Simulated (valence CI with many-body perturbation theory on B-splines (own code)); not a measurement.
# Which ion has this spectrum?

A relativistic CI+MBPT calculation for an atom or ion with 6 electrons gives these levels (eV):

```
J  Parity       E     g
0    even     0.0      
1    even  2285.3  1.46
2    even  2303.3  1.12
2     odd  2645.2  1.47
1     odd  2746.4  1.11
2    even  4621.2  1.28
0    even  4694.5      
2     odd  4898.5  1.54
3     odd  4944.8  1.28
0     odd  5021.7      
1     odd  5047.6  1.29
2     odd  5055.3  1.03
1     odd  5060.8  1.28
2    even  5435.7  1.29
```

The energies are calculated, and their last digits are not significant.

Q: Which is it?
A. Bi77+
B. Pb76+
C. Au73+
D. Hg74+

A: B. Pb76+, ground level (2s^2 2p1/2^2) J=0.
